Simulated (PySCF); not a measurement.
J couplings in SMILES [NH3+][GaH2-][CH2]F, CH7FGaN

Geometry (Å), atoms numbered from 1 in this order:
```xyz
11

N     1.398   -0.375    0.403
Ga    0.000    1.060   -0.303
C    -1.508   -0.281   -0.163
F    -0.971   -1.566   -0.401
H     2.286   -0.377   -0.095
H     1.590   -0.326    1.403
H     0.903   -1.251    0.206
H     0.565    1.304   -1.759
H     0.071    2.217    0.771
H    -2.306   -0.119   -0.907
H    -1.990   -0.313    0.830
```

[PySCF 2.14.0: indirect couplings; PBE0/pcJ-1 (dyall-v2z on Ga), gas phase, Gaussian nuclear model, PBE0-D3(BJ)/def2-SVP geometry]

Non-relativistic values:
```csv
coupling,atoms,J (Hz)
"1J(69Ga,15N)",Ga2 – N1,19.0
"1J(69Ga,13C)",Ga2 – C3,222.2
"1J(69Ga,1H)",Ga2 – H8/H9,656.5
"2J(69Ga,19F)",Ga2 – F4,40.0
"2J(69Ga,1H)",Ga2 – H5/H6/H7,-3.5
"2J(69Ga,1H)",Ga2 – H10/H11,-3.6
```

What do two-component X2C with spin–orbit coupling give?

Results:


```json
{"coupling": "1J(69Ga,15N)", "atoms": "Ga2 – N1", "with spin–orbit (Hz)": "24.1"}
{"coupling": "1J(69Ga,13C)", "atoms": "Ga2 – C3", "with spin–orbit (Hz)": "239.3"}
{"coupling": "1J(69Ga,1H)", "atoms": "Ga2 – H8/H9", "with spin–orbit (Hz)": "737.0"}
{"coupling": "2J(69Ga,19F)", "atoms": "Ga2 – F4", "with spin–orbit (Hz)": "47.0"}
{"coupling": "2J(69Ga,1H)", "atoms": "Ga2 – H5/H6/H7", "with spin–orbit (Hz)": "-3.3"}
{"coupling": "2J(69Ga,1H)", "atoms": "Ga2 – H10/H11", "with spin–orbit (Hz)": "-2.3"}
```

The largest listed coupling, 1J(69Ga,1H), ends at 1.12 times its non-relativistic value. Equivalent partners are averaged, as under fast rotation. In the static structure 2J(69Ga,1H) spreads over 1.6, -6.2 Hz. Couplings to strongly quadrupolar nuclei (69Ga) are seldom resolved in solution.
